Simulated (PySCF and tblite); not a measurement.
The numbers below are computed, except where a source is named.
System: C6H10Ge, numbered as in [CH3:1][C:2]1=[CH:3][C@@H:4]([GeH3:5])[CH:6]=[CH:7]1.

Geometries: B3LYP-D3(BJ)/def2-SVP; energies: PBE0/pcSseg-1 + D3(BJ); zero-point and thermal terms from GFN2-xTB harmonic modes (soft modes blended into free rotors). Rates follow Eyring's equation with the number of equivalent paths and no tunnelling. (PySCF 2.14 with density fitting, tblite 0.8.)

Tunnelling of the moving H, left out here, will speed the real process. Spin–orbit effects of heavy atoms on shieldings are missing.

**Question.** How high is the barrier to the shift of H on C4 from C4 to C6, through which structure does it pass, and what rate follows at 298 K?

**Answer.** The electronic barrier is 28.8 kcal/mol and ΔG‡(298 K) 26.1 kcal/mol, over a C1 saddle with an imaginary mode of 1128i cm⁻¹ (GFN2-xTB). With 1 equivalent path, k is 4.5×10⁻⁷ s⁻¹, a mean lifetime of the start of 25 days against this motion. The end lies 2.3 kcal/mol above the start in free energy.
